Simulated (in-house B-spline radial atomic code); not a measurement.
Configurations of Ce4+, with energies counted from [Kr] 4d10 5s2 5p6. Method: scalar-relativistic (X2C) TPSSh, spin-polarised, spherical fractional occupations, exact exchange averaged over the configuration, Fermi nucleus of rms radius 4.8771 fm. Calculated with an all-electron radial atomic-structure program (B-spline basis). Shells without spins written out take the highest spin.

Occupations are held fixed; configurations that lie above the ionisation limit could autoionise.

```csv
configuration,E - E(ref) (eV),highest orbital,its <r> (bohr)
[Kr] 4d10 5s2 5p5 6s1,31.705,6s up,3.037
[Kr] 4d10 5s2 5p5 5f1,44.851,5f up,3.464
[Kr] 4d9 4f1 5s2 5p6,107.08,4f up,0.9417
[Kr] 4d9 5s2 5p6 6d1,144.2,6d up,4.265
[Ar] 3d10 4s2 4p5 4d10 5s2 5p6 6p1,240.56,6p up,3.409
```

Problem. Order these further configurations by energy, lowest first.
A. [Kr] 4d10 5s2 5p5 6d1
B. [Ar] 3d10 4s2 4p5 4d10 5s2 5p6 6d1
C. [Ar] 3d10 4s2 4p5 4d10 5s2 5p6 6s1
D. [Ar] 3d10 4s2 4p5 4d10 5s2 5p6 5d1
E. [Kr] 4d9 5s2 5p6 6s1

Solution. A (44.797 eV), E (130.92 eV), D (226.94 eV), C (234.84 eV), B (248.13 eV).

Problem. How far above the reference does [Kr] 4d9 5s2 5p6 5f1 lie?

Solution. 144.13 eV; its least bound orbital is 5f up with <r> = 3.366 bohr.
